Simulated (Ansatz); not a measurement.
An input meant for the cluster Be7 (charge 0, singlet).

```yaml
crystal:
  periodic: [false, false, false]
  atoms:
    - {symbol: Be, position_ang: [0.845991, -0.223417, 1.570228]}
    - {symbol: Be, position_ang: [-0.950667, -0.351375, 0.394531]}
    - {symbol: Be, position_ang: [1.107600, -1.528532, -0.149466]}
    - {symbol: Be, position_ang: [-1.191438, 1.061753, -0.922805]}
    - {symbol: Be, position_ang: [0.937086, 0.357027, -0.392450]}
    - {symbol: Be, position_ang: [-0.236381, -0.680705, -1.657386]}
    - {symbol: Be, position_ang: [-0.512191, 1.365248, 1.157347]}
basis:
  gaussian: {orbitals: pcseg-2}
hamiltonian: {xc: {name: PBE0}, dispersion: d2}
scf: {omitted_lower_state_checks: [starts]}
```

```sh
$ ansatz run in.yaml --threads 4 --pin off --events-out ev --progress --plain --max-ram 3916MiB
```

Shortened log:

```
Error: YAML parse error: error: line 13 column 45: hamiltonian.dispersion: `d2` is not `none`, `rvv10`, `d3bj`, `d3bjatm`, `d4` or a map `{method: …, s8: …, a1: …, a2_bohr: …}` (numbers without units, a2 in bohr) or `{method: …, functional: …}`
11 | basis:
12 |   gaussian: {orbitals: pcseg-2}
13 | hamiltonian: {xc: {name: PBE0}, dispersion: d2}
14 | scf: {omitted_lower_state_checks: [starts]}
```

In this input the program holds no damping parameters for this pairing of functional and dispersion term, so they'd have to be typed. The program refused the input.
